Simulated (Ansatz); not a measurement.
Relaxation of AlCl2H6NSi (11 atoms, charge 0, multiplicity 1), to a largest force component of 0.03 eV/Å in at most 50 steps.

Method: RHF/cc-pVDZ (Ansatz).

```xyz
11
Properties=species:S:1:pos:R:3
Al -0.030 0.363 -0.447
H -0.468 0.566 1.037
Cl 1.964 0.733 -1.058
Cl -1.467 -0.113 -1.929
N -0.074 -2.076 1.476
H -0.902 -2.630 1.335
Si 1.231 -2.867 2.349
H 1.477 -4.174 1.693
H 2.429 -1.997 2.261
H 0.926 -3.110 3.787
H -0.362 -1.144 1.808
```

**Question.** Where does it end, and by what steps?

**Answer.** The run converged. After 22 steps the energy has fallen by 1.181 eV; Cl3 moved furthest, 1.41 Å. Joined: Al1–N5 (3.11 → 2.06 Å).

```tsv
step	energy less start (eV)	largest force component (eV/Å)	accepted
0	0.0000	1.317	yes
1	-0.1347	0.777	yes
2	-0.2985	1.245	yes
3	-0.5406	1.641	yes
4	-0.8386	1.640	yes
5	-1.0161	1.004	yes
6	-1.0907	0.452	yes
7	-1.1076	0.143	yes
8	-1.1353	0.144	yes
9	-1.1540	0.256	yes
10	-1.1687	0.114	yes
11	-1.1745	0.099	yes
12	-1.1771	0.076	yes
13	-1.1777	0.040	yes
14	-1.1782	0.033	yes
15	-1.1786	0.060	yes
16	-1.1790	0.102	yes
17	-1.1794	0.095	yes
18	-1.1800	0.079	yes
19	-1.1800	0.061	yes
20	-1.1805	0.059	yes
21	-1.1806	0.046	yes
22	-1.1808	0.022	yes
```

```xyz
11
Properties=species:S:1:pos:R:3
Al 0.055 -0.160 0.057
H 0.080 1.075 1.033
Cl 1.917 -0.674 -0.927
Cl -1.705 -0.411 -1.183
N -0.183 -1.783 1.307
H -0.643 -2.494 0.750
Si 1.274 -2.496 2.162
H 1.947 -3.381 1.197
H 2.108 -1.368 2.613
H 0.754 -3.262 3.320
H -0.880 -1.496 1.984
```

Whether the end is a true minimum wasn't checked by a vibrational analysis.

Time of the run: 31 s on 2 threads of AMD EPYC 9R45 96-Core Processor (Zen 5), with other jobs on the host, peak memory 0.3 GiB.
